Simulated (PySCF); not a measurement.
C6H3Cl3.
Atom-mapped SMILES: `[CH3:1][C:2]#[C:3][C:4]#[C:5][C:6]([Cl:7])([Cl:8])[Cl:9]` (hydrogens: H10, H11, H12 on C1)

The same species was optimised twice, with GFN2-xTB and with PBE0-D3(BJ)/def2-SVP (PySCF), and the same property calculations (PySCF, gas phase) were run on both structures.

| coordinate | GFN2-xTB | PBE0-D3(BJ)/def2-SVP | change |
| --- | --- | --- | --- |
| C5–C6 (Å) | 1.422 | 1.440 | +0.018 |
| C3–C4 (Å) | 1.353 | 1.366 | +0.013 |
| C2≡C3 (Å) | 1.208 | 1.219 | +0.011 |
| C1–C2 (Å) | 1.437 | 1.447 | +0.010 |
| C4≡C5 (Å) | 1.210 | 1.218 | +0.008 |
| C6–Cl7 (Å) | 1.792 | 1.787 | -0.005 |
| C6–Cl9 (Å) | 1.793 | 1.788 | -0.005 |
| C6–Cl8 (Å) | 1.792 | 1.788 | -0.004 |
| Cl7–C6–Cl9 (°) | 108.3 | 108.9 | +0.6 |
| C5–C6–Cl7 (°) | 110.6 | 110.0 | -0.6 |
| Cl7–C6–Cl8 (°) | 108.3 | 108.9 | +0.6 |
| C5–C6–Cl8 (°) | 110.6 | 110.0 | -0.6 |
| Cl8–C6–Cl9 (°) | 108.3 | 108.9 | +0.6 |
| C5–C6–Cl9 (°) | 110.6 | 110.1 | -0.5 |
| C4–C5–C6 (°) | 179.9 | 180.0 | +0.1 |
| C1–C2–C3 (°) | 179.9 | 180.0 | +0.1 |

Rotational constants: A = 1693, B = 394.6, C = 394.6 MHz (GFN2-xTB) against A = 1689, B = 390.5, C = 390.5 MHz (PBE0-D3(BJ)/def2-SVP). Atoms that the bonding makes alike are paired by their places after alignment.

On the GFN2-xTB structure: isotropic polarisability (au) 131.7 [PBE0/def2-SVPD]; HOMO (eV) -7.63 [PBE0/def2-SVPD]; LUMO (eV) -1.71 [PBE0/def2-SVPD]; dipole (D) 4.19 [PBE0/def2-SVPD]; HOMO (eV) -7.65 [PBE0/pcSseg-1]; LUMO (eV) -1.67 [PBE0/pcSseg-1]; dipole (D) 4.22 [PBE0/pcSseg-1]; GIAO shielding of C1 (ppm) 180.9 [PBE0/pcSseg-1]; GIAO shielding of C2 (ppm) 86.8 [PBE0/pcSseg-1]; GIAO shielding of C3 (ppm) 117.2 [PBE0/pcSseg-1]; GIAO shielding of C4 (ppm) 96.1 [PBE0/pcSseg-1]; GIAO shielding of C5 (ppm) 116.5 [PBE0/pcSseg-1]; GIAO shielding of C6 (ppm) 84.4 [PBE0/pcSseg-1]; GIAO shielding of Cl7/Cl8/Cl9 (mean) (ppm) 371.7 [PBE0/pcSseg-1].

Task: What do these properties become on the PBE0-D3(BJ)/def2-SVP structure?

Result: 
| property | level | on GFN2-xTB | on PBE0-D3(BJ)/def2-SVP | change |
| --- | --- | --- | --- | --- |
| isotropic polarisability (au) | PBE0/def2-SVPD | 131.7 | 132.3 | +0.6 |
| HOMO (eV) | PBE0/def2-SVPD | -7.63 | -7.60 | +0.03 |
| LUMO (eV) | PBE0/def2-SVPD | -1.71 | -1.69 | +0.02 |
| dipole (D) | PBE0/def2-SVPD | 4.19 | 4.01 | -0.18 |
| energy, GFN2-xTB geometry as zero (kcal/mol) | PBE0/def2-SVPD | 0.0 | -0.6 | -0.6 |
| HOMO (eV) | PBE0/pcSseg-1 | -7.65 | -7.62 | +0.03 |
| LUMO (eV) | PBE0/pcSseg-1 | -1.67 | -1.65 | +0.02 |
| dipole (D) | PBE0/pcSseg-1 | 4.22 | 4.03 | -0.19 |
| energy, GFN2-xTB geometry as zero (kcal/mol) | PBE0/pcSseg-1 | 0.0 | 0.1 | +0.1 |
| GIAO shielding of C1 (ppm) | PBE0/pcSseg-1 | 180.9 | 178.5 | -2.4 |
| GIAO shielding of C2 (ppm) | PBE0/pcSseg-1 | 86.8 | 87.7 | +0.9 |
| GIAO shielding of C3 (ppm) | PBE0/pcSseg-1 | 117.2 | 115.8 | -1.4 |
| GIAO shielding of C4 (ppm) | PBE0/pcSseg-1 | 96.1 | 97.4 | +1.3 |
| GIAO shielding of C5 (ppm) | PBE0/pcSseg-1 | 116.5 | 114.9 | -1.6 |
| GIAO shielding of C6 (ppm) | PBE0/pcSseg-1 | 84.4 | 83.9 | -0.5 |
| GIAO shielding of Cl7/Cl8/Cl9 (mean) (ppm) | PBE0/pcSseg-1 | 371.7 | 382.3 | +10.6 |

The heavy atoms differ by 0.018 Å rms after alignment (one structure mirrored). Among bonds between heavy atoms C5–C6 changes most (+0.018 Å). Changes are differences of the printed values. Neither structure is proved a minimum here.
